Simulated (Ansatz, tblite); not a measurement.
Cost and result up the ladder for cis-[VBr2(NH3)4]+ (VBr₂N₄H₁₂⁺) (19 atoms). The state is a triplet with charge 1. Geometry: r2SCAN-D4/def2-SVP.

Cartesian coordinates in Å:
```
V 0.445 -0.184 0.337
Br 1.334 -2.423 0.451
N -0.742 1.660 -0.027
H -1.740 1.583 -0.241
H -0.344 2.269 -0.748
H -0.666 2.201 0.841
Br 1.745 1.142 1.876
N -0.916 -0.980 -1.232
H -0.380 -1.712 -1.709
H -1.282 -0.360 -1.959
H -1.727 -1.470 -0.843
N -0.931 -0.707 1.950
H -0.481 -0.362 2.807
H -0.961 -1.727 2.050
H -1.899 -0.375 1.987
N 1.898 0.315 -1.213
H 1.648 0.382 -2.204
H 2.601 -0.431 -1.152
H 2.397 1.177 -0.970
```

Ansatz on 4 threads of AMD EPYC 7R43 on a shared host; xTB runs through tblite on one thread. Times are rough, summed over both states, and most runs start from the orbitals of an earlier one. No level here is sound enough to serve as a yardstick. The other state is a doublet, and no other spin of it was run.

The xTB rows come from tblite.

Raw xTB energies of ions are shifted by several eV, and xTB has no spin-polarisation term.

| level | functions | wall time | vertical IE (eV) | remarks |
| --- | --- | --- | --- | --- |
| GFN2-xTB | 55 | 0.057 s | 15.72 | – |
| GFN1-xTB | 67 | 0.08 s | 16.55 | – |
| PBE-D4/def2-TZVP | 337 | 37 s | 11.03 | – |
| r2SCAN-D4/def2-TZVP | 337 | 82 s | 11.46 | spin-contaminated (⟨S²⟩ 0.84) (+2 doublet) |
| PBE0-D4/def2-TZVP (with forces) | 337 | 4 min | 11.93 | spin-contaminated (⟨S²⟩ 0.83) (+2 doublet) |
